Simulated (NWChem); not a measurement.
System: BiI₂, doublet; SMILES [I][Bi][I]

All runs: NWChem. Spin-unrestricted. In the optimisation the excess spin sits in b2 (C2v, its own frame). Structure relaxed at the PBE0/def2-SVP, spin-unrestricted level. The spin multiplicity was typed, not searched, and may not be the lowest. No stability test was run on the SCF state. def2 effective core potentials on I, Bi; no spin-orbit coupling. Vertical excitations in the gas phase. Excited states of an open shell can be spin-contaminated.

Problem. Estimate the computed values for BHandHLYP/def2-SVP, TDA. Quantities: lowest excitation (eV); oscillator strength of that lowest state; lowest empty minus highest occupied level, either spin (eV).

Solution. The lowest excitation (eV) is 2.02 and the oscillator strength of that lowest state is 0.001. The lowest empty minus highest occupied level, either spin (eV) comes out as 4.12.
